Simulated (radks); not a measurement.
K I, configuration [Ar] 4s1. Method: Dirac Kohn-Sham, PBE, spin-unpolarised, spherical densities, finite nucleus; Fermi nuclear charge, rms radius 3.4349 fm; computed with a radial shooting solver on a logarithmic mesh with Libxc functionals.

Unscreened Slater integrals over Kohn-Sham orbitals (cm^-1). Large and small components are both included. Empty in this configuration: 4p1/2.

\begin{tabular}{lr}
integral & value \\ \hline
F0(4s1/2,4s1/2) & 39633 \\
F0(4s1/2,3p3/2) & 51610 \\
G1(4s1/2,3p3/2) & 2710.4 \\
F0(4s1/2,3p1/2) & 51631 \\
G1(4s1/2,3p1/2) & 2675.8 \\
F0(4s1/2,3s1/2) & 52004 \\
G0(4s1/2,3s1/2) & 1688.4 \\
F0(4s1/2,4p1/2) & 32158 \\
G1(4s1/2,4p1/2) & 18974 \\
F0(3p3/2,3p3/2) & 138440 \\
F2(3p3/2,3p3/2) & 68958 \\
F0(3p3/2,3p1/2) & 138860 \\
G2(3p3/2,3p1/2) & 69152 \\
F0(3p3/2,3s1/2) & 146530 \\
G1(3p3/2,3s1/2) & 96599 \\
F0(3p3/2,4p1/2) & 37003 \\
G2(3p3/2,4p1/2) & 1076.6 \\
F0(3p1/2,3p1/2) & 139280 \\
F0(3p1/2,3s1/2) & 147030 \\
G1(3p1/2,3s1/2) & 97031 \\
F0(3p1/2,4p1/2) & 37012 \\
G0(3p1/2,4p1/2) & 980.20 \\
F0(3s1/2,3s1/2) & 156080 \\
F0(3s1/2,4p1/2) & 37178 \\
G1(3s1/2,4p1/2) & 1234.3 \\
F0(4p1/2,4p1/2) & 27970 \\
\end{tabular}
